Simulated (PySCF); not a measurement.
# Core-level binding energies of `C[CH2][Al]([CH2]C)[N]=C=S`

Compound: C5H10AlNS.
Structure used (PBE0-D3(BJ)/def2-SVP), in Å, numbered top down from 1:
```
atom  x, y, z in Å
Al1    0.080    0.153    0.008
C2     1.976    0.082    0.482
C3     2.512   -1.266    0.963
H4     2.160    0.868    1.239
H5     2.545    0.430   -0.403
H6     3.589   -1.226    1.197
H7     1.995   -1.612    1.872
H8     2.374   -2.055    0.207
C9    -0.928    1.739   -0.530
C10   -2.364    1.513   -1.002
H11   -0.338    2.260   -1.308
H12   -0.909    2.439    0.328
H13   -2.870    2.457   -1.263
H14   -2.405    0.867   -1.893
H15   -2.975    1.018   -0.230
N16   -0.836   -1.406    0.080
C17   -1.436   -2.439    0.131
S18   -2.228   -3.804    0.200
```

Computed with PySCF, delta-SCF UKS SCAN, pcX-2 on the ionised atom, pcseg-1 elsewhere, spin-free X2C. These are vertical core ionisation energies against the vacuum level, from separate self-consistent calculations with and without the core hole.

**Question.** What binding energy does each computed site have?

**Answer.** 
| atom(s) | bonded to | level | binding energy (eV) | above the level's lowest (eV) | count |
| --- | --- | --- | --- | --- | --- |
| C2/C9 | C, 2 H and Al | C 1s | 289.82 | 0.00 | 2 |
| C3/C10 | C and 3 H | C 1s | 290.59 | +0.77 | 2 |
| C17 | N and S | C 1s | 292.83 | +3.01 | 1 |
| N16 | C and Al | N 1s | 404.46 | 0.00 | 1 |
| Al1 | N and 2 C | Al 1s | 1566.63 | 0.00 | 1 |
| S18 | C | S 1s | 2476.79 | 0.00 | 1 |

Lowest listed C 1s: C2/C9, bonded to C, 2 H and Al. Highest, 3.01 eV above it: C17, bonded to N and S. The widest gap between neighbouring values is 2.24 eV, between 290.59 and 292.83 eV.

**Question.** Express the binding energy of S 1s of S18 in atomic units and per mole.

**Answer.** 2476.79 eV = 91.0204 Eh = 238974 kJ/mol.

Atoms equivalent by their bonding share one computed value, that of the first of them. Not every level is listed. Geometry: PBE0-D3(BJ)/def2-SVP, one conformer, isolated molecule.
